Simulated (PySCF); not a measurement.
## Computed properties of C₂H₄F₂Si₂, SMILES C#C[Si@H](F)[SiH2]F

C₂H₄F₂Si₂, SMILES C([Si@H](F)[SiH2]F)#C. Geometry: PBE0-D3(BJ)/def2-SVP. The structure was generated by enumeration; whether it is a known compound was not checked. One conformer was computed; it need not be the lowest. All values are computed for the isolated molecule unless a solvent is named; none is compared with measurement here.

**Structure.** All 24 harmonic modes at PBE0-D3(BJ)/def2-SVP (PySCF) are real, so it is a minimum. With heavy atoms numbered as in [CH:1]#[C:2][Si@H:3]([F:4])[SiH2:5][F:6], the shortest bond between them is C1–C2 at 1.217 Å and the longest Si3–Si5 at 2.345 Å.

**Vibrations.** The strongest infrared lines (harmonic, unscaled, degenerate partners summed) lie at 776 cm⁻¹ (274 km/mol, H 80 %, Si 16 %), 894 cm⁻¹ (229 km/mol, Si 38 %, F 33 %, H 28 %), 919 cm⁻¹ (136 km/mol, Si 39 %, F 33 %, H 28 %). The softest mode is at 38 cm⁻¹ and the zero-point energy is 32.4 kcal/mol.

**Electronic structure.** B3LYP/def2-TZVP (PySCF) places the frontier levels at -7.96 and -1.53 eV, a gap of 6.43 eV, and gives a dipole moment of 2.09 D and a mean polarisability of 72.1 bohr³. PBE/def2-TZVP (PySCF) at the same geometry gives -6.96 and -2.24 eV, so its gap is 1.71 eV narrower. An orbital gap is neither the optical nor the fundamental gap.

**Excitations.** TDDFT-PBE0/def2-SVPD (PySCF) has S1 at 5.34 eV (232 nm, f = 0.005, weak); the most intense of the 10 singlets computed lies at 7.49 eV (f = 0.21). T1 (TDA) is at 4.63 eV. TDDFT-PBE/def2-SVPD (PySCF) puts S1 at 4.93 eV. No vertical singlet excitation falls in the visible range (under 3.1 eV).

**NMR.** GIAO shifts at B3LYP/pcSseg-1 (PySCF) (non-relativistic, atoms alike by connectivity averaged): ¹³C from 84.9 to 110.3 ppm against TMS; ¹H from 3.1 to 5.6 ppm against TMS; ²⁹Si from -17.9 to -1.6 ppm against TMS; ¹⁹F from -270.3 to -230.3 ppm against CFCl3.

**Solvation.** SMD-B3LYP/6-31G* (PySCF) gives 1.1 kcal/mol in water, -2.4 kcal/mol in diethylether, -1.2 kcal/mol in n-hexane (1 M in both phases, gas-phase geometry); of these solvents diethylether holds the molecule best.
